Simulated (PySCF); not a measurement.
Frontier levels across methods

C₆H₅FO.
Bonds: O1–C2, C2–C3 (aromatic), C3–C4 (aromatic), C4–C5 (aromatic), C5–C6 (aromatic), C6–F7, C6–C8 (aromatic), C2–C8 (aromatic). Hydrogens: H9 on O1; H10 on C3; H11 on C4; H12 on C5; H13 on C8.

Basis pcSseg-1 throughout (PySCF), one geometry. Isolated species at its PBE0-D3(BJ)/def2-SVP geometry (one conformer only).

Q: How do the orbital energies, the gap and the dipole change with the method?

A: 
| method | kind | HOMO (eV) | LUMO (eV) | gap (eV) | μ (D) | SCF cycles |
| --- | --- | --- | --- | --- | --- | --- |
| B97-D | GGA | -5.60 | -1.14 | 4.46 | 0.96 | 16 |
| PBE | GGA | -5.64 | -1.22 | 4.42 | 0.99 | 16 |
| KT2 | GGA | -5.69 | -1.21 | 4.48 | 0.95 | 16 |
| LDA | LDA | -5.86 | -1.48 | 4.38 | 1.00 | 15 |
| B97-2 | global hybrid | -6.51 | -0.42 | 6.10 | 0.89 | 14 |
| B3LYP | global hybrid | -6.52 | -0.55 | 5.97 | 0.90 | 14 |
| PBE0 | global hybrid | -6.75 | -0.38 | 6.38 | 0.89 | 14 |
| BHandHLYP | global hybrid | -7.66 | 0.64 | 8.30 | 0.81 | 13 |

The HOMO spans 2.06 eV, from B97-D down to BHandHLYP, and the gap runs from 4.38 eV (LDA) to 8.30 eV (BHandHLYP). Over the methods B97-D (0 %), PBE (0 %), KT2 (0 %), LDA (0 %), B97-2 (21 %), B3LYP (20 %), PBE0 (25 %), BHandHLYP (50 %), a straight line through the gap against the share of exact exchange rises by 0.77 eV for each 10 % (correlation coefficient 1.000). The dipole ranges from 0.81 D (BHandHLYP) to 1.00 D (LDA). This basis has no diffuse functions.

The vertical ΔSCF ionisation energy at B3LYP/def2-SVPD is 8.71 eV; −ε(HOMO) comes closest to it with BHandHLYP (7.66 eV).
